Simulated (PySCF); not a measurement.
H3O3Si, SMILES O[Si](O)O (connectivity only; charge and spin as stated), charge +1, multiplicity 1. Geometry optimised at TPSSh-D3(BJ)/def2-SVP. The multiplicity is an assumed one; other spin states were not compared. The isomer is the one that the SMILES or the coordinates give; other isomers of the formula were not compared. Other conformers were not sampled.

All values below come from TPSSh-D3(BJ)/def2-SVP in PySCF.

Harmonic wavenumbers (cm⁻¹): 294, 309, 311, 329, 404, 448, 563, 633, 688, 873, 1162, 1176, 3780, 3789, 3810. Rotational constants (GHz): 7.744, 7.068, 3.695; symmetry number 1.

**Question.** Work out the zero-point energy and the ideal-gas rigid-rotor harmonic-oscillator thermochemistry at 298.15 K and 1 atm.

**Answer.** ZPE = ½ Σ hcν = ½ × 18571 cm⁻¹ = 111.08 kJ/mol. H − E(el) = 128.18 kJ/mol. Entropy in J/(mol K): translation 163.26, rotation 104.09, vibration 36.28, total 303.63. G − E(el) = 37.65 kJ/mol. Cp = 89.13 J/(mol K).
